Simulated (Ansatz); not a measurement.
Ideal-gas functions of `[AuH]` at 298.15 K and 1 bar, from an Ansatz frequency run at PBE0-D4/def2-TZVP.

Molar mass 197.98 g/mol, point group C∞v (symmetry number 1), electronic degeneracy 1, moments of inertia 2.378 u Å². Harmonic wavenumbers (cm⁻¹, unscaled): 2249.

Use S(trans) = R[1.5 ln M + 2.5 ln T − 1.1517]; rotational temperatures θ = 24.2544 K / I; S(rot) = R[ln(T/σθ) + 1]; for each mode x = 1.438777 ν̃/T, S = R[x/(eˣ − 1) − ln(1 − e⁻ˣ)] and H = RT x/(eˣ − 1); 1 cm⁻¹ = 0.0119627 kJ/mol; R = 8.31446 J/(mol·K).

Question: By hand: the entropy, in J/(mol·K).

Answer: Translation 174.8. Rotation: θ = 10.1995 K, giving 36.4. Vibration, mode by mode: 0.00, in all 0.0. Electronic 0.0. Sum 211.2 J/(mol·K).

Question: By hand: H − E and G − E in kJ/mol, counted from the electronic energy.

Answer: Zero-point energy ½ × 2249 × 0.0119627 = 13.5; thermal vibration 0.0; translation, rotation and pV give 3.5 RT = 8.7. H − E = 22.2 kJ/mol, and G − E = 22.2 − 298.15 × 211.2/1000 = -40.8 kJ/mol.

Vibration gives 0 % of the entropy; all modes have x over 3 and are hardly excited.
